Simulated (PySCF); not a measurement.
Si(H)2(Cl)2 anion (Cl2H2Si), SMILES Cl[SiH2]Cl (connectivity only; charge and spin as stated), charge -1, multiplicity 2. Atoms are numbered in the order given.

```xyz
5

Si     0.0000     0.0000    -0.1974
Cl    -2.3265     0.0000     0.1456
Cl     2.3265     0.0000     0.1456
H      0.0000     1.2191    -1.0944
H      0.0000    -1.2191    -1.0944
```
Charge -1, spin multiplicity 2.

Geometry optimised at PBE-D3(BJ)/def2-SVPD. The multiplicity is an assumed one; other spin states were not compared. The isomer is the one that the SMILES or the coordinates give; other isomers of the formula were not compared.

Method: PBE-D3(BJ)/def2-SVPD in PySCF 2.14.0.

Frequencies are harmonic and unscaled.

Computed vibrational spectrum:
| mode | ν (cm⁻¹) | IR (km/mol) | moving atoms (share of kinetic energy) |
|---|---|---|---|
| 1 | 139 | 0.4 | Si 55 %, Cl 39 % |
| 2 | 192 | 1.7 | Si 50 %, H 33 %, Cl 17 % |
| 3 | 236 | 1.6 | Cl 91 %, Si 8 % |
| 4 | 305 | 366.0 | Si 69 %, Cl 30 % |
| 5 | 754 | 0.0 | H 99 % |
| 6 | 811 | 214.7 | H 96 % |
| 7 | 840 | 49.2 | H 94 % |
| 8 | 2063 | 87.4 | H 98 % |
| 9 | 2095 | 180.8 | H 95 % |
